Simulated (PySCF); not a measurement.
# Computed records: B2GeH7N

All values are calculated (PySCF 2.14.0). Calculation on a computer-drawn molecule: the log of a Hartree-Fock and frozen-core CCSD(T) single point meant for a local Hartree-Fock minimum, with one planted fault or none, to be diagnosed. Offsets are logged minus clean, where the clean run is the same molecule without the fault. The reference is restricted for singlets and unrestricted otherwise, and also for a bond in bohr or an excited solution. Adding or removing an electron swaps singlet and doublet. The excited solution moves the top pair (singlet) or top alpha electron (doublet) to the lowest empty orbital. Highest occupied and lowest empty are orbital energies over both spins, largest force is the largest gradient component, triples share is (T) over the correlation energy, the T1 limit is 0.02 restricted and 0.045 unrestricted, electrons count all cores, a negative frequency is imaginary (commonest isotopes), and the dipole is about the centre of nuclear charge; on germanium a core potential holds 10 electrons, which the energies leave out, and 3d is frozen in MP2 and coupled-cluster steps.

Common to all runs: meant charge 0; meant multiplicity 1; meant basis cc-pVDZ; meant basis and core potential on germanium cc-pVDZ-PP ECP10MDF; logged basis functions 100; logged SCF converged yes; logged CC converged yes; logged SCF stable within its kind yes; possible faults no fault, one electron removed, one electron added, multiplicity raised by two, geometry at a saddle point, SCF held on an excited solution, minimal basis STO-3G, one bond length entered in bohr, all coordinates scaled.

(1) B2GeH7N

Logged structure:
```xyz
11
B2GeH7N
B     -0.7158    -2.4526    -0.9823
Ge     0.3400    -0.6633    -1.1572
B      0.4566     0.3375     0.6830
N     -0.0884     1.6021     0.8449
H     -0.1742    -3.4471    -0.5849
H     -1.8879    -2.5174    -1.2326
H     -0.3177     0.2524    -2.2146
H      1.7667    -0.9580    -1.6629
H      0.9966    -0.1728     1.6289
H     -0.5495     2.1040     0.1144
H     -0.0421     2.1055     1.7077
```

* logged electrons: 57
* logged spin squared: 0.7633
* logged highest occupied: -0.40752 eV
* logged lowest empty: 7.7898 eV
* logged largest force: 0.025457 hartree/bohr
* logged T1 diagnostic: 0.015573
* logged D1 diagnostic: 0.068623
* logged triples share: 0.028057
* logged dipole magnitude: 8.7105 debye
* logged energy HF: -401.25083 hartree
* logged energy CCSD(T): -401.77966 hartree
* planted fault: ?

Drawn bonds:
```csv
atom,other atom,order
1,2,1
2,3,1
3,4,1
1,5,1
1,6,1
2,7,1
2,8,1
3,9,1
4,10,1
4,11,1
```

(2) B2GeH7N

Structure as in entry 1.

* logged electrons: 56
* logged spin squared: 0
* logged highest occupied: -9.9876 eV
* logged lowest empty: 1.6243 eV
* logged largest force: 2.773e-05 hartree/bohr
* logged lowest frequency: 53.977 cm⁻¹
* logged T1 diagnostic: 0.014985
* logged D1 diagnostic: 0.051068
* logged triples share: 0.027156
* logged dipole magnitude: 2.3168 debye
* logged energy HF: -401.27601 hartree
* logged energy CCSD(T): -401.7861 hartree
* planted fault: ?

Drawn bonds:
```csv
atom,other atom,order
1,2,1
2,3,1
3,4,1
1,5,1
1,6,1
2,7,1
2,8,1
3,9,1
4,10,1
4,11,1
```

**Q.** B2GeH7N (entry 1): planted fault?
**A.** one electron added

**Q.** B2GeH7N (entry 2): planted fault?
**A.** no fault

Further results for B2GeH7N (entry 1):

* HF energy offset from clean run: 15.8 kcal/mol
* CCSD(T) energy offset from clean run: 4.039 kcal/mol

Further results for B2GeH7N (entry 2):

* HF energy offset from clean run: 0 kcal/mol
* CCSD(T) energy offset from clean run: 0 kcal/mol
